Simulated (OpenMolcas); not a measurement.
A run on Kr IV.

```
Program             : OpenMolcas
Method              : SS-RASPT2, IPEA 0.25 Eh, imaginary shift 0.1 Eh (closed shells correlated: 3d 4s)
Basis               : ANO-R3 [7s6p5d4f2g1h]
Scalar Hamiltonian  : X2C, finite nucleus
Active space        : 3 electrons in 9 orbitals (RAS2 4p; RAS3 4d 5s, at most 1 electron)
State averaging     : 2S+1 = 4 odd, 1 root; 2S+1 = 2 odd, 8 roots; 2S+1 = 4 even, 18 roots; 2S+1 = 2 even, 54 roots
Spin-orbit coupling : state interaction with AMFI integrals over the reference wave functions, term energies averaged over their components
```

First CASPT2 step and the start of its output:

```
&CASPT2
Multistate=1 1
Frozen=3 6
IPEA=0.25
Imaginary=0.1
MaxIter=60
WThr=0.0 0.3 0.05
PrWF=0.5
NoMix
```

```
--- CASPT2 ---
Orbital specifications:
      -----------------------

      Symmetry species                           1   2
                                                ag  au
      Frozen orbitals                            3   6
      Inactive orbitals                          6   0
      Active orbitals                            6   3
      Secondary orbitals                        35  48
      Deleted orbitals                           0   0
      Number of basis functions                 50  57
Type of calculation                        SS-CASPT2
      Fock operator                              state-specific
      IPEA shift                                 0.25
      Real shift                                 0.00
      Imaginary shift                            0.10
      The input orbitals will be transformed to quasi-canonical
Reference energy:       -2785.6735416763
      E2 (Non-variational):      -0.5802369488
      Shift correction:          -0.0000949913
      E2 (Variational):          -0.5803319401
      Total energy:           -2786.2538736164
      Residual norm:              0.0000004659
      Reference weight:           0.95542
      Contributions to the CASPT2 correlation energy
      Active & Virtual Only:         -0.0058849348
      One Inactive Excited:          -0.1216062440
      Two Inactive Excited:          -0.4527457700
::    CASPT2 Root  1     Total energy:  -2786.25387362
--- CASPT2 ---
Orbital specifications:
      -----------------------

      Symmetry species                           1   2
                                                ag  au
      Frozen orbitals                            3   6
      Inactive orbitals                          6   0
      Active orbitals                            6   3
...
```

Over all roots the printed reference weights run from 0.64 to 0.96, and roots that are degenerate in the reference spread by up to 20000 cm-1.

Q: Did the run give usable levels, and if not, why?

A: No. The equations converged, but the reference weight falls to 0.64 for at least one root against 0.96 for the best. A drop of that size marks an intruder state, so the energies of such roots and the levels built on them can't be trusted.
